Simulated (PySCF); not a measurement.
**How the method moves the HOMO and LUMO of `C[Si](C)(C)O`**

Compound: C3H10OSi.
Z-matrix (Å and degrees, PBE0-D3(BJ)/def2-SVP geometry), rows numbered from 1:
```
C 
Si  1  1.8783
C   2  1.8675  1  110.94
C   2  1.8785  1  109.70  3   122.71
O   2  1.6794  1  110.10  3  -115.87
H   1  1.1019  2  111.21  3   -62.09
H   1  1.1022  2  111.58  3   177.95
H   1  1.1014  2  110.69  3    57.89
H   3  1.1010  2  110.75  1  -178.96
H   3  1.1015  2  111.04  1    60.99
H   3  1.1009  2  110.85  1   -59.18
H   4  1.1019  2  111.18  1   -59.96
H   4  1.1022  2  111.67  1    60.06
H   4  1.1015  2  110.65  1  -179.87
H   5  0.9608  2  116.14  1   -59.88
```

Basis pcSseg-1 throughout (PySCF), one geometry. Isolated species at its PBE0-D3(BJ)/def2-SVP geometry, gas phase.

Problem. How do the orbital energies, the gap and the dipole change with the method?

Solution. 
```json
{"method": "BLYP", "kind": "GGA", "HOMO (eV)": "-6.41", "LUMO (eV)": "0.06", "gap (eV)": "6.47", "μ (D)": "1.35", "SCF cycles": "13"}
{"method": "OPBE", "kind": "GGA", "HOMO (eV)": "-6.48", "LUMO (eV)": "0.33", "gap (eV)": "6.82", "μ (D)": "1.34", "SCF cycles": "14"}
{"method": "PBE", "kind": "GGA", "HOMO (eV)": "-6.51", "LUMO (eV)": "0.10", "gap (eV)": "6.60", "μ (D)": "1.36", "SCF cycles": "13"}
{"method": "B97-D", "kind": "GGA", "HOMO (eV)": "-6.55", "LUMO (eV)": "0.21", "gap (eV)": "6.76", "μ (D)": "1.37", "SCF cycles": "13"}
{"method": "BP86", "kind": "GGA", "HOMO (eV)": "-6.63", "LUMO (eV)": "0.18", "gap (eV)": "6.81", "μ (D)": "1.37", "SCF cycles": "13"}
{"method": "KT2", "kind": "GGA", "HOMO (eV)": "-6.63", "LUMO (eV)": "0.00", "gap (eV)": "6.63", "μ (D)": "1.32", "SCF cycles": "14"}
{"method": "LDA", "kind": "LDA", "HOMO (eV)": "-6.63", "LUMO (eV)": "-0.04", "gap (eV)": "6.59", "μ (D)": "1.43", "SCF cycles": "13"}
{"method": "KT3", "kind": "GGA", "HOMO (eV)": "-6.65", "LUMO (eV)": "-0.08", "gap (eV)": "6.57", "μ (D)": "1.30", "SCF cycles": "14"}
{"method": "B97-2", "kind": "global hybrid", "HOMO (eV)": "-7.74", "LUMO (eV)": "0.94", "gap (eV)": "8.68", "μ (D)": "1.44", "SCF cycles": "12"}
{"method": "B3LYP", "kind": "global hybrid", "HOMO (eV)": "-7.77", "LUMO (eV)": "0.57", "gap (eV)": "8.34", "μ (D)": "1.43", "SCF cycles": "12"}
{"method": "PBE0", "kind": "global hybrid", "HOMO (eV)": "-8.00", "LUMO (eV)": "0.93", "gap (eV)": "8.93", "μ (D)": "1.45", "SCF cycles": "12"}
{"method": "mPW1PW91", "kind": "global hybrid", "HOMO (eV)": "-8.04", "LUMO (eV)": "0.93", "gap (eV)": "8.97", "μ (D)": "1.45", "SCF cycles": "12"}
{"method": "BHandHLYP", "kind": "global hybrid", "HOMO (eV)": "-9.37", "LUMO (eV)": "1.55", "gap (eV)": "10.93", "μ (D)": "1.51", "SCF cycles": "11"}
{"method": "CAM-B3LYP", "kind": "range-separated hybrid", "HOMO (eV)": "-9.41", "LUMO (eV)": "1.72", "gap (eV)": "11.13", "μ (D)": "1.48", "SCF cycles": "12"}
{"method": "wB97X-D", "kind": "range-separated hybrid", "HOMO (eV)": "-9.91", "LUMO (eV)": "2.73", "gap (eV)": "12.64", "μ (D)": "1.48", "SCF cycles": "13"}
{"method": "LC-wPBE", "kind": "range-separated hybrid", "HOMO (eV)": "-10.77", "LUMO (eV)": "3.09", "gap (eV)": "13.86", "μ (D)": "1.51", "SCF cycles": "12"}
{"method": "HF", "kind": "Hartree–Fock", "HOMO (eV)": "-11.46", "LUMO (eV)": "3.65", "gap (eV)": "15.11", "μ (D)": "1.59", "SCF cycles": "9"}
```

The HOMO spans 5.06 eV, from BLYP down to HF, and the gap runs from 6.47 eV (BLYP) to 15.11 eV (HF). Over the methods BLYP (0 %), OPBE (0 %), PBE (0 %), B97-D (0 %), BP86 (0 %), KT2 (0 %), LDA (0 %), KT3 (0 %), B97-2 (21 %), B3LYP (20 %), PBE0 (25 %), mPW1PW91 (25 %), BHandHLYP (50 %), HF (100 %), a straight line through the gap against the share of exact exchange rises by 0.85 eV for each 10 % (correlation coefficient 0.999). The dipole ranges from 1.30 D (KT3) to 1.59 D (HF). This basis has no diffuse functions.

The vertical ΔSCF ionisation energy at wB97X-D/def2-SVPD is 10.16 eV; −ε(HOMO) comes closest to it with wB97X-D (9.91 eV).
